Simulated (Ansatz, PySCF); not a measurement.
Species: sum formula SnOH, net charge 1, singlet state. It need not be the lowest isomer of its formula. 
Structure (B3LYP-D3(BJ)/def2-TZVP (Ansatz, an electronic-structure program) minimum search):
SMILES: [OH+]=[Sn]
```xyz
3

O      0.0000     0.0000    -1.5731
Sn     0.0000     0.0000     0.3024
H      0.0000     0.0000    -2.5373
```
Charge +1, spin multiplicity 1.

Property: vertical ionisation energy (to the doublet state of charge +2; each state is the SCF solution reached for its spin), in eV. Valence correlation only, unless marked. Open shells are spin-unrestricted. Spin-orbit coupling is left out. Frozen are the shells of the preceding noble gas and the d and f shells that filled before the atom's block. In def2 rows, elements after Kr have scalar-relativistic effective core potentials. CBS marks a two-point X^-3 extrapolation of the correlation energy; Hartree-Fock from the larger set.

```json
[
 {"level": "PBE/def2-TZVPD", "program": "Ansatz", "vertical ionisation energy (eV)": "18.07", "minus last row": "0.16"},
 {"level": "r2SCAN/def2-TZVPD", "program": "Ansatz", "vertical ionisation energy (eV)": "17.86", "minus last row": "-0.05"},
 {"level": "BHLYP/def2-TZVPD", "program": "Ansatz", "vertical ionisation energy (eV)": "17.39", "minus last row": "-0.52"},
 {"level": "wB97M-V/def2-TZVPD", "program": "Ansatz", "vertical ionisation energy (eV)": "17.80", "minus last row": "-0.11"},
 {"level": "wB97X-V/def2-TZVPD", "program": "Ansatz", "vertical ionisation energy (eV)": "17.81", "minus last row": "-0.10"},
 {"level": "CCSD/def2-QZVPPD", "program": "Ansatz", "vertical ionisation energy (eV)": "17.66", "minus last row": "-0.25"},
 {"level": "CCSD/CBS(def2-TZVPPD,def2-QZVPPD)", "program": "Ansatz", "vertical ionisation energy (eV)": "17.71", "minus last row": "-0.20"},
 {"level": "CCSD(T)/def2-SVPD", "program": "Ansatz", "vertical ionisation energy (eV)": "17.76", "minus last row": "-0.15"},
 {"level": "CCSD(T)/def2-QZVPPD", "program": "Ansatz", "vertical ionisation energy (eV)": "17.85", "minus last row": "-0.06"},
 {"level": "CCSD(T)/CBS(def2-TZVPPD,def2-QZVPPD)", "program": "Ansatz", "vertical ionisation energy (eV)": "17.91", "minus last row": "0.00"}
]
```

For comparison, minus the highest occupied orbital energy (PySCF): 16.29 eV at MN15/def2-TZVPD, 14.49 eV at TPSSh/def2-TZVPD, 15.47 eV at PW6B95/def2-TZVPD.
